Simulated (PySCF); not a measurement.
H₈N₃Si₃, doublet, at a GFN2-xTB geometry (in this run its highest filled SCF level lies above zero, so its values depend strongly on the basis, on diffuse functions most of all); SVWN5/STO-3G run with PySCF.

Here is a job for PySCF.
```python
from pyscf import gto, scf, dft

mol = gto.M(
    atom='''
N     0.55971367   -1.53872495    0.04242359
Si    1.74366755   -0.37223987   -0.45101254
N     1.07172766    1.21659613   -0.28450621
Si   -0.54113351    1.69476235    0.09724242
N    -1.52100506    0.28321148   -0.05036014
Si   -1.12256371   -1.34147403    0.36812104
H     0.89683550   -2.48503885    0.09435178
H     2.88662688   -0.48252331    0.47586784
H     1.71617840    1.96962549   -0.45530209
H    -1.02846154    2.67004643   -0.88482500
H    -0.57151753    2.24576177    1.46356901
H    -2.50427635    0.46120329   -0.15274980
H    -1.92630298   -2.22084544   -0.48973334
H    -1.36172079   -1.62048613    1.79500807
''',
    basis='sto-3g',
    spin=1,
    verbose=4,
)

mf = dft.UKS(mol)
mf.xc = 'lda,vwn'
mf.kernel()
mf.analyze()
```

### Question
What does PySCF print? Leave out banner, timings and long lists.

### Answer

```
PySCF version 2.14.0

[INPUT] verbose = 4
[INPUT] num. atoms = 14
[INPUT] num. electrons = 71
[INPUT] charge = 0
[INPUT] spin (= nelec alpha-beta = 2S) = 1
[INPUT] symmetry False subgroup None
[INPUT] Mole.unit = angstrom
[INPUT] Symbol           X                Y                Z      unit          X                Y                Z       unit  Magmom
[...]
nuclear repulsion = 460.463990892508
number of shells = 32
number of NR pGTOs = 150
number of NR cGTOs = 50
basis = sto-3g
ecp = {}

******** <class 'pyscf.dft.uks.UKS'> ********
method = UKS
initial guess = minao
damping factor = 0
level_shift factor = 0
DIIS = <class 'pyscf.scf.diis.CDIIS'>
diis_start_cycle = 1
diis_space = 8
diis_damp = 0
SCF conv_tol = 1e-09
SCF conv_tol_grad = None
SCF max_cycles = 50
direct_scf = True
direct_scf_tol = 1e-13
number electrons alpha = 36  beta = 35
XC library pyscf.dft.libxc version 7.1.2
    S. Lehtola, C. Steigemann, M. J. T. Oliveira, and M. A. L. Marques,  SoftwareX 7, 1–5 (2018)
XC functionals = lda,vwn
    P. A. M. Dirac,  Math. Proc. Cambridge Philos. Soc. 26, 376 (1930)
    F. Bloch,  Z. Phys. 57, 545 (1929)
    S. H. Vosko, L. Wilk, and M. Nusair,  Can. J. Phys. 58, 1200 (1980)
radial grids:
    Treutler-Ahlrichs [JCP 102, 346 (1995); DOI:10.1063/1.469408] (M4) radial grids

becke partition: Becke, JCP 88, 2547 (1988); DOI:10.1063/1.454033
pruning grids: <function nwchem_prune>
grids dens level: 3
symmetrized grids: False
atomic radii adjust function: <function treutler_atomic_radii_adjust>
small_rho_cutoff = 0
Set gradient conv threshold to 3.16228e-05
tot grids = 177712
init E= -1020.73435560922

cycle= 1 E= -1020.08558062234  delta_E= 0.649  |g|= 0.703  |ddm|= 3.43
cycle= 2 E= -1019.32340021335  delta_E= 0.762  |g|= 1.33  |ddm|= 2.83
cycle= 3 E= -1020.396163917  delta_E= -1.07  |g|= 0.0682  |ddm|= 2.05
cycle= 4 E= -1020.40023003556  delta_E= -0.00407  |g|= 0.0318  |ddm|= 0.233
cycle= 5 E= -1020.40107182031  delta_E= -0.000842  |g|= 0.00421  |ddm|= 0.0626
cycle= 6 E= -1020.40108604443  delta_E= -1.42e-05  |g|= 0.00144  |ddm|= 0.0102
cycle= 7 E= -1020.40108750227  delta_E= -1.46e-06  |g|= 0.000563  |ddm|= 0.00322
cycle= 8 E= -1020.40108767482  delta_E= -1.73e-07  |g|= 0.000227  |ddm|= 0.00121
cycle= 9 E= -1020.40108770181  delta_E= -2.7e-08  |g|= 0.000128  |ddm|= 0.000588
cycle= 10 E= -1020.40108771278  delta_E= -1.1e-08  |g|= 2.03e-05  |ddm|= 0.000247
cycle= 11 E= -1020.40108771308  delta_E= -2.99e-10  |g|= 5.12e-06  |ddm|= 4.47e-05
[...]
converged SCF energy = -1020.40108771308  <S^2> = 0.7504743  2S+1 = 2.0004742
Total Energy =                       -1020.401087713080187
[...]
spin_pop of  3 Si 3pz      -0.00113
spin_pop of  4 N 1s        0.00000
spin_pop of  4 N 2s        0.00042
spin_pop of  4 N 2px      -0.00006
spin_pop of  4 N 2py      -0.00039
spin_pop of  4 N 2pz      -0.00066
spin_pop of  5 Si 1s        0.00000
spin_pop of  5 Si 2s        0.00000
spin_pop of  5 Si 3s       -0.00058
spin_pop of  5 Si 2px       0.00001
spin_pop of  5 Si 2py       0.00000
spin_pop of  5 Si 2pz      -0.00000
spin_pop of  5 Si 3px       0.00348
spin_pop of  5 Si 3py       0.00104
spin_pop of  5 Si 3pz      -0.00063
spin_pop of  6 H 1s       -0.00438
spin_pop of  7 H 1s        0.10255
spin_pop of  8 H 1s       -0.00425
spin_pop of  9 H 1s        0.00018
spin_pop of  10 H 1s        0.00981
spin_pop of  11 H 1s       -0.00001
spin_pop of  12 H 1s        0.00121
spin_pop of  13 H 1s        0.00955
 ** Mulliken Spin Density (per atom)  **
spin density of  0 N =      0.15593
spin density of  1 Si =      0.57006
spin density of  2 N =      0.15112
spin density of  3 Si =      0.00562
spin density of  4 N =     -0.00070
spin density of  5 Si =      0.00332
spin density of  6 H =     -0.00438
spin density of  7 H =      0.10255
spin density of  8 H =     -0.00425
spin density of  9 H =      0.00018
spin density of  10 H =      0.00981
spin density of  11 H =     -0.00001
spin density of  12 H =      0.00121
spin density of  13 H =      0.00955
 ** Mulliken pop alpha/beta on meta-lowdin orthogonal AOs **
 ** Mulliken pop       alpha | beta **
In total            36.00000 | 35.00000
 ** Mulliken atomic charges   ( Nelec_alpha | Nelec_beta ) **
charge of  0N =     -0.45147  (     3.80370      3.64777 )
charge of  1Si =      0.38900  (     7.09053      6.52047 )
charge of  2N =     -0.45262  (     3.80187      3.65075 )
charge of  3Si =      0.61361  (     6.69600      6.69039 )
charge of  4N =     -0.49059  (     3.74495      3.74565 )
charge of  5Si =      0.61389  (     6.69472      6.69140 )
charge of  6H =      0.12648  (     0.43457      0.43895 )
charge of  7H =     -0.12210  (     0.61232      0.50977 )
charge of  8H =      0.12633  (     0.43471      0.43896 )
charge of  9H =     -0.11321  (     0.55669      0.55651 )
charge of  10H =     -0.12475  (     0.56728      0.55747 )
charge of  11H =      0.12415  (     0.43792      0.43793 )
charge of  12H =     -0.11433  (     0.55777      0.55656 )
charge of  13H =     -0.12440  (     0.56698      0.55742 )
Dipole moment(X, Y, Z, Debye): -0.74328,  0.14361,  0.13446
```
